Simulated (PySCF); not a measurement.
**Working out the ionisation energy of Kr⁺**

Kr⁺ [Ar] 3d10 4s2 4p5 (2P) → Kr²⁺ [Ar] 3d10 4s2 4p4 (3P). Computed with PySCF 2.14 in aug-cc-pVQZ-DK (8s7p5d3f2g, 93 functions), with scalar relativity by spin-free X2C-1e. Frozen: [Ar] 3d10. Energies in hartree (1 hartree = 27.21139 eV):

```
             part   Kr⁺ (lower)  Kr²⁺ (upper)
              UHF  -2787.700864  -2786.847205
MP2 opposite-spin     -0.122114     -0.094055
    MP2 same-spin     -0.032774     -0.025361
```

**Question.** What does Hartree-Fock give?

**Answer.** (-2786.847205) − (-2787.700864) = 0.853659 hartree = 23.229 eV.

**Question.** What do MP2 and SCS-MP2 (6/5 opposite-spin, 1/3 same-spin) give?

**Answer.** The opposite-spin parts differ by 0.764 eV and the same-spin parts by 0.202 eV. MP2: 23.229 + (0.764) + (0.202) = 24.195 eV. SCS-MP2: 23.229 + 1.2 × (0.764) + (0.202)/3 = 24.213 eV.

A first-order spin-orbit estimate adds -0.023 eV to MP2 (valence), giving 24.172 eV against 24.360 eV (measured; NIST Atomic Spectra Database, ionization energies).

What remains against the reference includes basis incompleteness, the frozen core and correlation beyond second order.
